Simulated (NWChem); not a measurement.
# C₄H₉O, doublet; SMILES C[CH]CCO

```xyz
14

C      0.5217    -2.2593    -0.1534
C     -0.5529    -1.3200     0.2742
C     -0.6610     0.0648    -0.2690
C      0.3207     1.0794     0.3727
O      0.1436     2.3978    -0.1053
H      0.7868    -2.1210    -1.2244
H      1.4735    -2.1173     0.4196
H      0.2347    -3.3212    -0.0033
H     -1.1472    -1.5765     1.1680
H     -0.4599     0.0582    -1.3679
H     -1.6846     0.4741    -0.1308
H      1.3689     0.7140     0.2321
H      0.1426     1.1174     1.4679
H      0.3139     2.3795    -1.0651
```
Atoms are numbered in this order, from 1.

Level: PBE-D3(BJ)/def2-SVP, spin-unrestricted (NWChem), optimised geometry, unscaled harmonic frequencies. 

| frequency (cm⁻¹) | IR intensity (km/mol) |
|---|---|
| 57 | 1.4 |
| 93 | 0.2 |
| 114 | 3.2 |
| 241 | 10.5 |
| 322 | 64.3 |
| 360 | 45.8 |
| 440 | 34.1 |
| 495 | 5.1 |
| 771 | 2.9 |
| 887 | 1.5 |
| 933 | 0.6 |
| 934 | 1.3 |
| 963 | 4.0 |
| 1054 | 162.5 |
| 1097 | 9.4 |
| 1139 | 0.2 |
| 1153 | 3.5 |
| 1223 | 0.8 |
| 1257 | 12.6 |
| 1317 | 5.7 |
| 1330 | 3.3 |
| 1347 | 49.7 |
| 1363 | 14.3 |
| 1392 | 4.8 |
| 1405 | 10.7 |
| 1411 | 0.7 |
| 1439 | 1.0 |
| 2880 | 17.4 |
| 2897 | 72.9 |
| 2915 | 34.0 |
| 2980 | 21.0 |
| 3004 | 11.7 |
| 3021 | 37.8 |
| 3040 | 13.8 |
| 3098 | 21.3 |
| 3697 | 15.6 |

```json
{
  "zero_point_energy": "74.4 kcal/mol",
  "thermal correction to the enthalpy at 298.15 K (with zero-point energy)": "79.6 kcal/mol",
  "heat capacity Cv": "24.4 cal/(mol K)",
  "entropy at 298.15 K and 1 atm (symmetry number 1, electronic part: spin degeneracy alone)": "84.4 cal/(mol K)",
  "dipole_moment": "1.47 D"
}
```

Rigid rotor and harmonic oscillator; modes under 100 cm⁻¹ make the entropy uncertain.
